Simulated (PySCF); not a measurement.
# Cl³⁺ (chlorine, charge +3) across methods

[Ne] 3s2 3p2, high-spin 3P determinant. Calculation: PySCF 2.14, in aug-cc-pV(T+d)Z; the non-relativistic Hamiltonian (point nucleus). The B2PLYP total includes its PT2 part (frozen core); its orbital energies are those of the SCF part.

```tsv
method	E (hartree)	mean ε 3s α (eV)	mean ε 3s β (eV)	mean ε 3p α (eV)	Σ⟨r²⟩ (bohr²)	⟨S²⟩
LDA	-455.8347	-59.680	-56.999	-46.160	11.51	2.001
M06-2X	-457.3367	-64.209	-60.096	-49.556	11.52	2.003
PBE0	-457.1955	-62.380	-58.412	-48.161	11.51	2.004
r2SCAN	-457.3075	-60.725	-56.920	-46.899	11.52	2.006
M06	-457.3358	-62.066	-58.403	-47.642	11.45	2.002
PBE	-457.1583	-59.773	-56.804	-46.277	11.50	2.003
B2PLYP	-457.2347	-64.860	-59.801	-49.866	11.54	2.005
UHF	-456.79127	-69.303	-61.688	-53.010	11.60	2.010
B3LYP	-457.3602	-61.767	-58.288	-47.702	11.51	2.003
```
